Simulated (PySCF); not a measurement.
Isomers of C2H6BP, mass 72.030 u with the commonest isotopes. The calculation used PBE0-D3(BJ)/def2-SVP geometry optimisation, gas phase in PySCF 2.14.0. One conformer each, none proved a minimum here; rigid rotors.

Problem. Order these by radius of gyration √(Σ m r²/M), smallest first.
A. `[CH2:1]=[CH:2][BH:3][PH2:4]` with C1–C2–B3–P4 16°, C2–B3–P4–H 45° and 147°
B. `[PH+]1([BH3-])C=C1`
C. `C([BH2-][PH3+])#C`

Solution. B (1.392 Å), A (1.639 Å), C (1.665 Å).

Problem. Order these by out-of-plane moment Σ m c² = (Ia + Ib − Ic)/2, smallest first.
A. `[CH2:1]=[CH:2][BH:3][PH2:4]` with C1–C2–B3–P4 16°, C2–B3–P4–H 45° and 147°
B. `C#C[BH2-][PH3+]`
C. `[BH3-][PH+]1C=C1`

Solution. A (1.95 u·Å²), B (4.47 u·Å²), C (14.41 u·Å²).

Problem. Order these by rotational constant B, largest first.
A. `[CH2:1]=[CH:2][BH:3][PH2:4]` with C1–C2–B3–P4 16°, C2–B3–P4–H 45° and 147°
B. `C#C[BH2-][PH3+]`
C. `[BH3-][PH+]1C=C1`

Solution. C (4131 MHz), A (3148 MHz), B (2953 MHz).

```tsv
SMILES	point group	Ia (u·Å²)	Ib (u·Å²)	Ic (u·Å²)	κ	μa (D)	μb (D)	μc (D)
[BH3-][PH+]1C=C1	Cs	31.64	122.34	125.17	-0.98	4.80	0.02	1.25
C=CBP	–	34.99	160.54	191.62	-0.91	0.85	0.36	0.78
C#C[BH2-][PH3+]	Cs	33.05	171.15	195.26	-0.94	3.70	2.81	0.00
```
